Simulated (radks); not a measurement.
Task: All-electron atom: the argon ion Ar2+ in [Ne] 3s2 3p4. All-electron calculation, non-relativistic Kohn-Sham, B86b exchange with PBE correlation, spin-polarised, spherical densities, point nucleus; open shells are filled with parallel spins first. Program: a radial shooting solver on a logarithmic mesh with Libxc functionals. Some entries of the table are withheld. Estimate them.

orbital,occ.,eigenvalue (hartree),<1/r> (bohr^-1)
1s up,1,-115.3402,17.55
1s down,1,-115.3236,17.55
2s up,1,-11.93989,3.528
2s down,1,-11.92514,3.527
2p up,3,(1),3.448
2p down,3,(2),3.447
3s up,1,-1.88992,1.040
3s down,1,-1.79378,1.037
3p up,3,-1.34148,0.9289
3p down,1,-1.25052,0.9196

Result: 
(1) 2p up eigenvalue (hartree): -9.55891
(2) 2p down eigenvalue (hartree): -9.53771
